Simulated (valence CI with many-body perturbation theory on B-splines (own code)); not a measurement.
Level structure of Ru38+

Method: configuration interaction combined with many-body perturbation theory (CI+MBPT): four valence electrons over a frozen Dirac-Fock core [He], a basis of 11 s, 11 p, 10 d, 8 f, 5 g, 2 h functions for each j, with the one-electron correlation potential Σ1 (screened to all orders), the two-electron term Σ2, the three-electron term Σ3, Breit, model QED; selected single and double excitations, second order for the rest, scaled by the run's own slope (own B-spline code, finite nucleus).

No measured spectrum was set against this ion. As an estimate, large intervals hold to a few tenths of a per cent, small ones and those within an open d or f shell to about a per cent. Among the levels kept, up to 900 cm⁻¹ of a level comes from second order outside the variational space, and about a tenth of that is noise between levels of different J, which matters for small intervals.

Levels 91 to 135 of 204, with energies above the lowest level, (2s^2 2p1/2^2) J=0. "Leading %" is the weight of the configuration and term that name the level; weights of strongly mixed levels are sums over their largest components and can fall short. In the jj column 3d3/2^4 stands for four electrons in 3d with j = 3/2. Lifetimes count E1, E2, E3, M1 and M2 decay at the calculated energies, and are blank where another channel may lead or the interval is too uncertain; long ones can be off by a factor of two.

```
No.  Configuration  Term  J  E (Ry)  Leading %  Lifetime    Second component                   Leading jj
 91      2s 2p2 3d    5F  5  262.40         56    166 ps   44 % 2s 2p2 3d 3G  2s 2p1/2 2p3/2 3d5/2 (95 %)
 92      2s 2p2 3d    3D  1  262.40         36   8.16 fs   29 % 2s 2p2 3d 3P  2s 2p1/2 2p3/2 3d5/2 (92 %)
 93      2s 2p2 3p   3P°  1  262.44         40   39.4 fs  24 % 2s 2p2 3p 3S°  2s 2p1/2 2p3/2 3p3/2 (93 %)
 94      2s 2p2 3s    3D  3  262.45         43   26.8 fs   38 % 2s 2p2 3s 5P         2s 2p3/2^2 3s (77 %)
 95      2s 2p2 3p   3P°  0  262.45         85    791 fs  14 % 2s 2p2 3p 1S°  2s 2p1/2 2p3/2 3p3/2 (98 %)
 96      2s 2p2 3p   3D°  2  262.49         40   39.6 fs  25 % 2s 2p2 3p 1D°  2s 2p1/2 2p3/2 3p3/2 (92 %)
 97      2s 2p2 3d    5P  2  262.55         35   4.59 fs   22 % 2s 2p2 3d 3D  2s 2p1/2 2p3/2 3d3/2 (90 %)
 98      2s 2p2 3d    3F  3  262.58         33   4.94 fs   33 % 2s 2p2 3d 5D  2s 2p1/2 2p3/2 3d3/2 (59 %)
 99      2s 2p2 3d    5P  1  262.74         51   4.00 fs   20 % 2s 2p2 3d 3P  2s 2p1/2 2p3/2 3d3/2 (90 %)
100      2s 2p2 3p   3P°  1  262.85         57    246 fs  18 % 2s 2p2 3p 1P°  2s 2p1/2 2p3/2 3p3/2 (92 %)
101      2s 2p2 3s    3P  2  263.38         32   24.1 fs   21 % 2s 2p2 3s 1D         2s 2p3/2^2 3s (72 %)
102      2s 2p2 3d    3P  2  263.64         24   14.9 fs   17 % 2s 2p2 3d 3F  2s 2p1/2 2p3/2 3d5/2 (56 %)
103      2s 2p2 3d    3D  3  263.76         56   8.04 fs   21 % 2s 2p2 3d 1F  2s 2p1/2 2p3/2 3d5/2 (78 %)
104      2s 2p2 3d    3F  4  264.01         52   5.01 fs   28 % 2s 2p2 3d 1G  2s 2p1/2 2p3/2 3d5/2 (75 %)
105      2s 2p2 3d    3D  1  264.17         56   6.04 fs   18 % 2s 2p2 3d 3P  2s 2p1/2 2p3/2 3d5/2 (88 %)
106      2s 2p2 3d    3P  0  264.39         74   5.58 fs   21 % 2s 2p2 3d 1S  2s 2p1/2 2p3/2 3d5/2 (91 %)
107      2s 2p2 3d    3G  3  264.86         58   71.9 fs   20 % 2s 2p2 3d 1F  2s 2p1/2 2p3/2 3d3/2 (97 %)
108      2s 2p2 3d    3F  2  265.25         50   9.53 fs   26 % 2s 2p2 3d 1D  2s 2p1/2 2p3/2 3d3/2 (78 %)
109      2s 2p2 3d    3D  1  265.47         54   21.2 fs   22 % 2s 2p2 3d 1P  2s 2p1/2 2p3/2 3d3/2 (87 %)
110         2p3 3s   3P°  2  265.81         38   89.0 fs     35 % 2p3 3s 5S°      2p1/2^2 2p3/2 3s (91 %)
111      2s 2p2 3d    3D  3  266.03         43   14.2 fs   29 % 2s 2p2 3d 3F  2s 2p1/2 2p3/2 3d5/2 (93 %)
112      2s 2p2 3d    3F  2  266.03         33   4.22 fs   26 % 2s 2p2 3d 1D  2s 2p1/2 2p3/2 3d3/2 (88 %)
113      2s 2p2 3d    3G  4  266.03         40   23.9 fs   35 % 2s 2p2 3d 3F  2s 2p1/2 2p3/2 3d5/2 (98 %)
114      2s 2p2 3d    3D  1  266.04         40   4.55 fs   35 % 2s 2p2 3d 1P  2s 2p1/2 2p3/2 3d3/2 (76 %)
115         2p3 3s   3S°  1  266.37         28   37.1 fs     26 % 2p3 3s 3D°      2p1/2^2 2p3/2 3s (91 %)
116      2s 2p2 3d    3P  0  266.40         68   4.80 fs   29 % 2s 2p2 3d 1S  2s 2p1/2 2p3/2 3d3/2 (96 %)
117      2s 2p2 3d    3P  2  266.46         28   4.37 fs   22 % 2s 2p2 3d 3D  2s 2p1/2 2p3/2 3d5/2 (76 %)
118      2s 2p2 3d    3P  1  266.49         30   6.94 fs   22 % 2s 2p2 3s 3S  2s 2p1/2 2p3/2 3d5/2 (44 %)
119      2s 2p2 3p   3P°  2  266.50         31   62.1 fs  20 % 2s 2p2 3p 3D°      2s 2p3/2^2 3p1/2 (94 %)
120      2s 2p2 3d    3F  3  266.69         40   4.94 fs   36 % 2s 2p2 3d 1F  2s 2p1/2 2p3/2 3d5/2 (92 %)
121      2s 2p2 3p   3D°  3  266.75         48   24.9 fs  16 % 2s 2p2 3p 3F°      2s 2p3/2^2 3p1/2 (94 %)
122      2s 2p2 3d    3D  2  266.97         48   7.01 fs   14 % 2s 2p2 3d 1D  2s 2p1/2 2p3/2 3d5/2 (89 %)
123      2s 2p2 3s    3S  1  267.06         45   19.9 fs   14 % 2s 2p2 3s 1P         2s 2p3/2^2 3s (67 %)
124      2s 2p2 3s    1P  1  267.19         41   28.0 fs   25 % 2s 2p2 3s 3P         2s 2p3/2^2 3s (84 %)
125      2s 2p2 3s    3P  2  267.33         55   33.2 fs   11 % 2s 2p2 3s 1D         2s 2p3/2^2 3s (76 %)
126      2s 2p2 3s    1S  0  267.87         71   71.4 fs   27 % 2s 2p2 3s 3P         2s 2p3/2^2 3s (96 %)
127      2s 2p2 3p   3D°  3  268.76         54   36.7 fs  25 % 2s 2p2 3p 5P°      2s 2p3/2^2 3p3/2 (95 %)
128      2s 2p2 3p   3F°  4  268.79         55   6.78 ps  45 % 2s 2p2 3p 5D°      2s 2p3/2^2 3p3/2 (95 %)
129         2p3 3p    5P  1  268.82         27   30.6 fs      18 % 2p3 3p 3P   2p1/2^2 2p3/2 3p1/2 (92 %)
130         2p3 3p    3P  2  268.95         23   34.9 fs      20 % 2p3 3p 5P   2p1/2^2 2p3/2 3p1/2 (91 %)
131      2s 2p2 3p   1P°  1  269.20         33   16.9 fs  32 % 2s 2p2 3p 3P°      2s 2p3/2^2 3p3/2 (88 %)
132      2s 2p2 3p   3P°  2  270.29         47   16.5 fs  23 % 2s 2p2 3p 1D°      2s 2p3/2^2 3p3/2 (94 %)
133      2s 2p2 3p   3P°  0  270.69         79   2.87 ps  12 % 2s 2p2 3p 1S°      2s 2p3/2^2 3p1/2 (94 %)
134      2s 2p2 3p   3P°  1  270.77         33   30.5 fs  26 % 2s 2p2 3p 3S°      2s 2p3/2^2 3p1/2 (93 %)
135      2s 2p2 3p   3P°  1  270.90         52   23.3 fs  22 % 2s 2p2 3p 1P°      2s 2p3/2^2 3p1/2 (92 %)
```
